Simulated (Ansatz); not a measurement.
Basis-set extrapolation for CH$_{4}$AlBO (`[CH3][Al]1[BH][O]1`) (PBE0-D4/def2-TZVP geometry, frozen core, Ansatz 0.2.0). Multiplicity 1, RHF reference.

|  | def2-TZVPP | def2-QZVPP |
| --- | --- | --- |
| HF | -381.747620 | -381.761529 |
| MP2 correlation | -0.581883 | -0.623303 |
| CCSD(T) correlation | -0.635559 | not run |

Energies in hartree. Use E(X) = E(∞) + A·exp(−7.88·√X) for Hartree–Fock and E(X) = E(∞) + B·X^(−2.97) for correlation, with X = 3 and 4, and add CCSD(T) minus MP2 of the smaller set to the MP2 limit.

**Question.** What is the CCSD(T) energy at the basis-set limit?

**Answer.** HF limit: -381.761529 + (-0.013909) × 0.13774 = -381.76344. MP2 limit: -0.623303 + (-0.041420) × 0.74074 = -0.65398. Higher-order term: -0.635559 − (-0.581883) = -0.05368. Total: -382.47110 hartree, 230.8 kJ/mol below CCSD(T)/def2-TZVPP.
